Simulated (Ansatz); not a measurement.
Computed with Ansatz on PBE0-D4/def2-TZVP structures; ΔE is electronic, products minus reactants. CCSD(T)/CBS adds triple-zeta CCSD(T) − MP2 to the extrapolated MP2 energy (def2 sets, frozen cores). DFT in def2-TZVPP. Each species was taken in one conformer, which may not be the lowest.

Consider the isomerisation: `O[SiH2]N[SiH2][SiH3]` → `N[SiH](O)[SiH2][SiH3]`.

CCSD(T)/CBS gives +12.4 kcal/mol.

(1) Another level gave +11.7 kcal/mol. Which?
A. r2SCAN/def2-TZVPP
B. ωB97X-V/def2-TZVPP
C. MP2/def2-TZVPP
D. HF/def2-TZVPP

Largest T1 diagnostic among the species: 0.013.

## Answers

(1) B. ωB97X-V 11.7, r2SCAN 10.4, HF/def2-TZVPP 15.2, MP2/def2-TZVPP 14.0 kcal/mol.

In def2-TZVPP, CCSD(T) changes the Hartree–Fock value by −2.6 kcal/mol (the triples alone add −0.4 kcal/mol) and MP2 by −1.1 kcal/mol. The D4 term adds +0.8 kcal/mol with B3LYP and +0.4 kcal/mol with PBE0; it sums over pairs of atoms, weighted by their polarisabilities, and B3LYP, whose exchange is more repulsive, gets the larger term. From PBE to PBE0 (25 % exact exchange), in def2-TZVPP and without D4, ΔE moves by +1.6 kcal/mol.

B3LYP here is the variant with VWN-RPA as its local correlation; programs differ in this.
